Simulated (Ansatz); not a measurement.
CH6GeO3 (`C[O][GeH]([OH])[OH]`) at its PBE0-D4/def2-TZVP geometry, where that method's forces vanish. The species carries charge 0 and has multiplicity 1.

```csv
atom,x (Å),y (Å),z (Å)
C1,-1.111,0.826,1.112
O2,-0.027,0.877,0.211
Ge3,0.777,-0.615,-0.294
O4,2.028,-0.033,-1.388
O5,-0.317,-1.680,-1.176
H6,-1.432,1.851,1.310
H7,-1.960,0.271,0.697
H8,-0.831,0.367,2.068
H9,1.297,-1.433,0.888
H10,2.078,0.927,-1.365
H11,-0.502,-1.358,-2.062
```

For each bond, give half the difference of the two atoms' forces along it (eV/Å; positive pushes the atoms apart) under PBE-D4, r2SCAN-D4, B3LYP-D4, ωB97M-V in def2-TZVPP. (An estimate is asked.)

The calculation gave: 
| bond | length (Å) | PBE-D4 | r2SCAN-D4 | B3LYP-D4 | ωB97M-V |
| --- | --- | --- | --- | --- | --- |
| C1–O2 | 1.411 | 0.22 | 0.31 | 0.27 | 0.28 |
| C1–H6 | 1.092 | 0.10 | -0.05 | -0.12 | -0.11 |
| C1–H7 | 1.096 | 0.08 | -0.06 | -0.09 | -0.10 |
| C1–H8 | 1.097 | 0.07 | -0.06 | -0.08 | -0.10 |
| O2–Ge3 | 1.769 | 0.27 | -0.02 | 0.11 | -0.03 |
| Ge3–O4 | 1.761 | 0.32 | 0.06 | 0.18 | 0.08 |
| Ge3–O5 | 1.763 | 0.31 | 0.07 | 0.20 | 0.07 |
| Ge3–H9 | 1.529 | -0.10 | -0.08 | -0.16 | -0.18 |
| O4–H10 | 0.961 | 0.36 | 0.03 | -0.03 | -0.05 |
| O5–H11 | 0.961 | 0.36 | 0.04 | -0.03 | -0.06 |

B3LYP here is the variant with VWN-RPA as its local correlation; programs differ in this.

Results of the Gaussian-basis code of Ansatz.
